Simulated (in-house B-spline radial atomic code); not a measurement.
The numbers below are computed, except where a source is named.
**Weak and strong correlation along the adiabatic connection**

Two-electron singlets in several external potentials (atomic units), by full CI in B-splines with partial waves to l = 8 (correlation energies up to 0.6 % small). The repulsion is scaled by λ at fixed density; W(λ) is the mean repulsion less the Hartree energy, W(0) = E_x, and the area under W from 0 to 1 is E_xc.

Relative drop (W(λ) − E_x)/E_x:

```
                            system  λ = 0.12  λ = 0.25  λ = 0.4  λ = 0.6  λ = 0.8   λ = 1
−V exp(−r²/w²), V = 12.3, w = 4.26    0.0147    0.0296   0.0453   0.0643   0.0814  0.0967
 −Z exp(−kr)/r, Z = 3.08, k = 1.24    0.0084    0.0172   0.0269   0.0391   0.0505  0.0613
−V exp(−r²/w²), V = 1.55, w = 8.94    0.0378    0.0715   0.1032   0.1364   0.1623  0.1830
 −Z exp(−kr)/r, Z = 7.99, k = 1.07    0.0024    0.0049   0.0078   0.0116   0.0154  0.0190
−V exp(−r²/w²), V = 6.34, w = 6.29    0.0214    0.0423   0.0636   0.0883   0.1094  0.1276
 ω²r²/2 − Z/r, ω = 0.0313, Z = 0.7    0.0528    0.0977   0.1374   0.1765   0.2053  0.2274
 −V exp(−r²/w²), V = 1.16, w = 4.4    0.0298    0.0575   0.0846   0.1144   0.1387  0.1588
```

(1) Order the systems by how far second-order (GL2) theory, half the initial slope (estimated from the first points of each curve), overshoots the correlation energy, least first.
A. −Z exp(−kr)/r, Z = 7.99, k = 1.07
B. −V exp(−r²/w²), V = 12.3, w = 4.26
C. ω²r²/2 − Z/r, ω = 0.0313, Z = 0.7
D. −V exp(−r²/w²), V = 1.55, w = 8.94
E. −V exp(−r²/w²), V = 1.16, w = 4.4
F. −V exp(−r²/w²), V = 6.34, w = 6.29
G. −Z exp(−kr)/r, Z = 3.08, k = 1.24

(2) What else changes along this order?

Results:

(1) A (GL2/E_c = 1.03), G (GL2/E_c = 1.11), B (GL2/E_c = 1.20), F (GL2/E_c = 1.30), E (GL2/E_c = 1.43), D (GL2/E_c = 1.56), C (GL2/E_c = 1.71).

(2) The ratio follows the bend of the curve. With it the leading natural occupation goes from 1.999 to 1.823 and −T_c/E_c from 0.97 to 0.58 between the first and the last.
